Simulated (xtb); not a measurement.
xtb input:

```bash
xtb mol.xyz --gfn 1 --sp --chrg 0 --uhf 0
```
mol.xyz:
```
13

C      1.93125883    -0.45135630    -0.14788987
Ga     0.00002446    -0.00005055     0.00011675
C     -0.55497486     1.84311457     0.50003092
C     -1.37638050    -1.39161593    -0.35244161
H      2.41289508     0.19623262    -0.88517668
H      2.10014125    -1.48908485    -0.43548496
H      2.43248407    -0.27003195     0.80656324
H     -1.16353365     1.81872096     1.40776327
H      0.29309463     2.50653905     0.66945923
H     -1.17981753     2.27296567    -0.28725163
H     -1.23494725    -2.23917020     0.32323569
H     -2.39323598    -1.01817367    -0.23142575
H     -1.26725946    -1.77728480    -1.36949839
```

### Question
Which total energy does the run end on?

### Answer
-12.46673 Eh (GFN1-xTB).
